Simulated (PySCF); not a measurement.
Members of one series of related molecules.

All values: wB97X-D/def2-SVPD (PySCF) at GFN2-xTB geometries, gas phase, one conformer each. Core orbitals are frozen in the response; Δα² is half the sum of the squared differences of the principal polarisabilities.

Task: Rank by HOMO energy, lowest first.
A. `S(C)(/C(=N\[H])C=C)(=O)=O`
B. `[H]/N=C(\C=C)C(F)F`
C. `[H]/N=C(/C=C)CN`
D. `N(/[H])=C(\C=N/[H])C=C`

Result: B (-10.03 eV), A (-9.77 eV), D (-9.59 eV), C (-9.31 eV).

Task: Rank by dipole moment, lowest first.
A. `[H]/[N:4]=[C:3](\[CH:2]=[CH2:1])[N:5]=[CH2:6]` with C1–C2–C3–N4 -169°, C2–C3–N5–C6 130°
B. `[H]/[N:4]=[C:3](\[CH:2]=[CH2:1])[C:5](=[O:6])[C:7]([F:8])([F:9])[F:10]` with C1–C2–C3–N4 13°, C2–C3–C5–O6 -12°
C. `[H]/[N:4]=[C:3](\[CH:2]=[CH2:1])[CH:5]([F:6])[F:7]` with C1–C2–C3–N4 180°, C2–C3–C5–F6 -59°
D. `[H]/[N:4]=[C:3](\[CH:2]=[CH2:1])[O:5][CH3:6]` with C1–C2–C3–N4 180°, C2–C3–O5–C6 180°
E. `[H]/[N:4]=[C:3](/[CH:2]=[CH2:1])[CH:5]=[O:6]` with C1–C2–C3–N4 0°, C2–C3–C5–O6 180°
F. `[H]/[N:4]=[C:3]([CH:2]=[CH2:1])/[CH:5]=[N:6]\[H]` with C1–C2–C3–N4 0°, C2–C3–C5–N6 180°

Result: D (1.27 D), A (2.05 D), C (2.38 D), E (2.70 D), F (4.07 D), B (4.54 D).

All values together:

```csv
SMILES,formula,μ (D),HOMO (eV),LUMO (eV),α (Å³),Δα (Å³),electrons,α per electron (Å³)
[H]/N=C(/C=C)C=O,C4H5NO,2.70,-9.71,-1.10,8.71,5.34,44,0.198
[H]/N=C(/C=C)CN,C4H8N2,3.37,-9.31,0.68,9.85,5.23,46,0.214
[H]/N=C(/C=C)S(C)(=O)=O,C4H7NO2S,4.44,-9.77,-0.44,12.22,4.21,70,0.175
[H]/N=C(\C=C)OC,C4H7NO,1.27,-9.48,0.71,9.25,4.80,46,0.201
[H]/N=C(\C=C)C(=O)C(F)(F)F,C5H4F3NO,4.54,-10.14,-1.39,10.68,5.23,76,0.141
[H]/N=C(\C=C)C(N)=O,C4H6N2O,2.72,-9.37,-0.50,9.99,5.90,52,0.192
[H]/N=C(\C=C)C(F)F,C4H5F2N,2.38,-10.03,-0.06,8.76,4.97,54,0.162
[H]/N=C(\C=C)N=C,C4H6N2,2.05,-9.27,0.36,9.73,4.99,44,0.221
[H]/N=C\C(C=C)=N\[H],C4H6N2,4.07,-9.59,-0.74,9.39,6.05,44,0.213
```

Conformers: `[H]/[N:4]=[C:3](/[CH:2]=[CH2:1])[CH:5]=[O:6]` with C1–C2–C3–N4 0°, C2–C3–C5–O6 180°; `[H]/[N:4]=[C:3](/[CH:2]=[CH2:1])[CH2:5][NH2:6]` with C1–C2–C3–N4 -173°, C2–C3–C5–N6 171°, C3–C5–N6–H -69° and 171°; `[H]/[N:4]=[C:3](/[CH:2]=[CH2:1])[S:5]([CH3:6])(=[O:7])=[O:8]` with C1–C2–C3–N4 -168°, C2–C3–S5–C6 67°; `[H]/[N:4]=[C:3](\[CH:2]=[CH2:1])[O:5][CH3:6]` with C1–C2–C3–N4 180°, C2–C3–O5–C6 180°; `[H]/[N:4]=[C:3](\[CH:2]=[CH2:1])[C:5](=[O:6])[C:7]([F:8])([F:9])[F:10]` with C1–C2–C3–N4 13°, C2–C3–C5–O6 -12°; `[H]/[N:4]=[C:3](\[CH:2]=[CH2:1])[C:5]([NH2:6])=[O:7]` with C1–C2–C3–N4 -2°, C2–C3–C5–N6 -179°; `[H]/[N:4]=[C:3](\[CH:2]=[CH2:1])[CH:5]([F:6])[F:7]` with C1–C2–C3–N4 180°, C2–C3–C5–F6 -59°; `[H]/[N:4]=[C:3](\[CH:2]=[CH2:1])[N:5]=[CH2:6]` with C1–C2–C3–N4 -169°, C2–C3–N5–C6 130°; `[H]/[N:4]=[C:3]([CH:2]=[CH2:1])/[CH:5]=[N:6]\[H]` with C1–C2–C3–N4 0°, C2–C3–C5–N6 180°.

Task: How closely does the mean polarisability follow the number of electrons in this set?

Result: The correlation coefficient is 0.75; α per electron runs from 0.141 to 0.221 Å³.
